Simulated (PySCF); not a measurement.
Problem. Write Cartesian coordinates for `N#CC=C=C([SiH3])C#N` as optimised with PBE0-D3(BJ)/def2-SVP.

Solution. 
```xyz
12
C5H4N2Si angstrom
N      3.7916   -0.3201   -0.9250
C      2.8798   -0.2530   -0.2126
C      1.7730   -0.1822    0.6857
C      0.5371    0.0106    0.2797
C     -0.7051    0.1441   -0.1213
Si    -1.7278   -1.4141   -0.5387
C     -1.3207    1.4251   -0.2665
N     -1.8818    2.4308   -0.4023
H      1.9824   -0.2909    1.7578
H     -2.9510   -1.4064    0.3106
H     -2.0946   -1.3579   -1.9804
H     -0.8621   -2.5861   -0.2390
```

Orientation and origin are arbitrary. Atoms count from 1 in this order. The 4 C–C bonds span 1.312 Å (C4=C5, drawn double) to 1.429 Å (C5–C7, drawn single), a spread of 0.117 Å. Si6 (SiH3 silicon) is tetrahedral (angles from 106.7° to 111.6°).

Bonds between heavy atoms (Å): N1≡C2 1.159, C2–C3 1.427, C3=C4 1.315, C4=C5 1.312, C5–Si6 1.910, C5–C7 1.429, C7≡N8 1.160.

Computed with PBE0-D3(BJ)/def2-SVP geometry optimisation, gas phase in PySCF 2.14.0.

Point group: C1 (no symmetry element, even within 0.4 Å). No PBE0-D3(BJ)/def2-SVP frequencies stand behind this structure, so it isn't proved a minimum.
